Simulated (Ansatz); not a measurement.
**SiH4O4 (orthosilicic acid): the energy, rung by rung**

SiH4O4: 9 atoms, total charge 0, spin state singlet. As SMILES, `O[Si](O)(O)O`. Geometry: optimised at B3LYP/def2-SVP. This is one conformer, not always the lowest.

Quantity: the adiabatic electron affinity (to the doublet anion, shapes relaxed at B3LYP/def2-SVP, no zero-point term), in eV. The values are calculated.

The electron affinity is E(neutral) − E(anion): positive where the electron is bound.

```
             level                    kind  program  value (eV)  less CCSD(T)/def2-SVP  CPU time (all runs)
    SVWN5/def2-SVP                     LDA   Ansatz       -1.68                  +0.97                1.9 s
      PBE/def2-SVP                     GGA   Ansatz       -1.81                  +0.84                3.3 s
    B3LYP/def2-SVP           global hybrid   Ansatz       -2.03                  +0.62                5.2 s
  PBE0-D4/def2-SVP           global hybrid   Ansatz       -2.10                  +0.55                6.4 s
CAM-B3LYP/def2-SVP  range-separated hybrid   Ansatz       -2.21                  +0.44                6.6 s
  wB97M-V/def2-SVP  range-separated hybrid   Ansatz       -2.35                  +0.30                 18 s
      MP2/def2-SVP     perturbation theory   Ansatz       -2.68                  -0.03                2.4 s
  CCSD(T)/def2-SVP   coupled cluster or CI   Ansatz       -2.65                   0.00                 45 s
```

Differences are taken from CCSD(T)/def2-SVP for orientation; it has basis-set and higher-order errors of its own. The values span -2.68 to -1.68 eV. Negative values mean that the anion is unbound at that level; they are set by how diffuse the basis is and aren't properties of the molecule. Times are those of the runs behind each value, whatever else they computed, on shared processors of several kinds: orders of magnitude only.
